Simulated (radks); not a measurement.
Q: Ionisation of the lead ion Pb2+, [Hg], to [Xe] 4f14 5d10 6s1 as the strength of local exchange is varied. All-electron calculation, Dirac Kohn-Sham, Slater X-alpha exchange (alpha = 2/3 is LDA exchange), no correlation, spin-unpolarised, spherical densities, point nucleus. Program: a radial shooting solver on a logarithmic mesh with Libxc functionals.

alpha  E(Pb2+) (hartree)  exchange (hartree)  IE (eV)  -e of the level emptied (eV)  <r> of it (bohr)
0.594        -20867.7221           -328.8212   30.579                25.613 (6s1/2)             2.213
0.689        -20920.3796           -382.4009   31.805                26.802 (6s1/2)             2.179
0.785        -20973.7301           -436.8214   33.065                28.028 (6s1/2)             2.145
0.825        -20996.0006           -459.5787   33.596                28.545 (6s1/2)             2.132
0.925        -21051.7827           -516.6829   34.940                29.857 (6s1/2)             2.099
?            -20908.1731           -369.9687   31.519                26.525 (6s1/2)             2.186

Which alpha was used in the last row?

A: alpha = 0.667. NIST Atomic Spectra Database: 31.937 eV (measured). The Delta-SCF value meets it near alpha = 0.70. Spin polarisation and multiplet splitting are left out, so open shells lie too high by an amount that depends on their filling.

Beside tabulated values, note that spin-unpolarised runs miss the spin-polarisation part of the exchange energy of open shells.
